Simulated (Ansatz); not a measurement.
# Scan of the H5–Si1–O2–Si3 dihedral angle

Si2H5ClO (SMILES [SiH3]O[SiH2]Cl), closed shell, at its PBE0-D4/def2-TZVP minimum:

```xyz
9
angstrom
Si 0.3970 1.4858 0.3202
O -0.5195 0.1293 0.1795
Si -0.5743 -1.4122 -0.3124
Cl 1.2590 -2.3013 -0.0580
H 0.9264 1.8794 -1.0104
H 1.5257 1.2397 1.2505
H -0.4754 2.5589 0.8520
H -1.5533 -2.1443 0.5153
H -0.8971 -1.4815 -1.7538
```

The dihedral angle H5–Si1–O2–Si3 (56.2° at the minimum) is set to the values below, the two halves turning rigidly about the central bond. Each method's energies count from its own value at the PBE0-D4 minimum structure. Ansatz 0.2.0; basis: def2-TZVPP; cores frozen in the correlated methods. B3LYP uses VWN-RPA correlation.

```json
{"dihedral angle (°)": "60.7", "CCSD(T) (kcal/mol)": "0.007", "r2SCAN-D4 (kcal/mol)": "0.004", "PBE0-D4 (kcal/mol)": "0.002", "wB97M-V (kcal/mol)": "0.000", "HF (kcal/mol)": "0.022"}
{"dihedral angle (°)": "74.0", "CCSD(T) (kcal/mol)": "0.055", "r2SCAN-D4 (kcal/mol)": "0.042", "PBE0-D4 (kcal/mol)": "0.030", "wB97M-V (kcal/mol)": "0.024", "HF (kcal/mol)": "0.109"}
{"dihedral angle (°)": "87.4", "CCSD(T) (kcal/mol)": "0.125", "r2SCAN-D4 (kcal/mol)": "0.103", "PBE0-D4 (kcal/mol)": "0.082", "wB97M-V (kcal/mol)": "0.074", "HF (kcal/mol)": "0.201"}
{"dihedral angle (°)": "100.7", "CCSD(T) (kcal/mol)": "?", "r2SCAN-D4 (kcal/mol)": "0.165", "PBE0-D4 (kcal/mol)": "0.139", "wB97M-V (kcal/mol)": "0.130", "HF (kcal/mol)": "0.258"}
{"dihedral angle (°)": "114.0", "CCSD(T) (kcal/mol)": "?", "r2SCAN-D4 (kcal/mol)": "0.206", "PBE0-D4 (kcal/mol)": "0.182", "wB97M-V (kcal/mol)": "0.174", "HF (kcal/mol)": "0.260"}
{"dihedral angle (°)": "127.4", "CCSD(T) (kcal/mol)": "0.217", "r2SCAN-D4 (kcal/mol)": "0.218", "PBE0-D4 (kcal/mol)": "0.201", "wB97M-V (kcal/mol)": "0.196", "HF (kcal/mol)": "0.216"}
{"dihedral angle (°)": "140.7", "CCSD(T) (kcal/mol)": "?", "r2SCAN-D4 (kcal/mol)": "0.204", "PBE0-D4 (kcal/mol)": "0.198", "wB97M-V (kcal/mol)": "0.194", "HF (kcal/mol)": "0.158"}
{"dihedral angle (°)": "154.0", "CCSD(T) (kcal/mol)": "0.169", "r2SCAN-D4 (kcal/mol)": "0.180", "PBE0-D4 (kcal/mol)": "0.183", "wB97M-V (kcal/mol)": "0.179", "HF (kcal/mol)": "0.122"}
{"dihedral angle (°)": "167.4", "CCSD(T) (kcal/mol)": "0.157", "r2SCAN-D4 (kcal/mol)": "0.167", "PBE0-D4 (kcal/mol)": "0.171", "wB97M-V (kcal/mol)": "0.163", "HF (kcal/mol)": "0.131"}
```

**Question.** Fill in the withheld CCSD(T) values. (To be estimated.)

**Answer.** The calculation gives: 0.185 kcal/mol at 100.7°; 0.217 kcal/mol at 114.0°; 0.195 kcal/mol at 140.7°. These count from the CCSD(T) energy at the PBE0-D4 minimum.

Largest difference from the CCSD(T) curve over the scan: PBE-D4 0.048; B3LYP-D4 0.011; MP2 0.004 kcal/mol. Each curve counts from its own value at the minimum.

The T1 diagnostic stays at or below 0.011.

For scale, one of the runs: CCSD(T)/def2-TZVPP, 227 basis functions (an equivalent command: `ansatz run in.yaml --threads 4`). The run took 21 s on 4 CPU threads (shared host), with 3.7 GiB of host memory at its peak.
